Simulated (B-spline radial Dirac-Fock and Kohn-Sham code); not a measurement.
## M5 emission of Pr³⁺

System: Pr³⁺, configuration [Xe] 4f2.

Method: independent-particle rates on relativistic LDA orbitals of the hole state (multipoles up to L = 3, Coulomb Auger matrix elements, transition energies from Dirac-Fock). Computed with a radial B-spline solver.

```tsv
line	multipole	energy (eV)	rate (s⁻¹)	share (%)
Mζ1	E1	704.8	5.98e+11	26.6
M5-N5	E2	817.6	8.69e+08	0.0387
M5-O3	E1	917.3	9.98e+10	4.44
Mα2	E1	932.2	7.48e+10	3.33
Mα1	E1	932.6	1.47e+12	65.5
```

The listed lines hold 100.0 % of the radiative rate. The radiative width is 0.00148 eV in the length form and 0.00152 eV in the velocity form; the two differ because the transition energies are not eigenvalue differences of the potential that gave the orbitals.
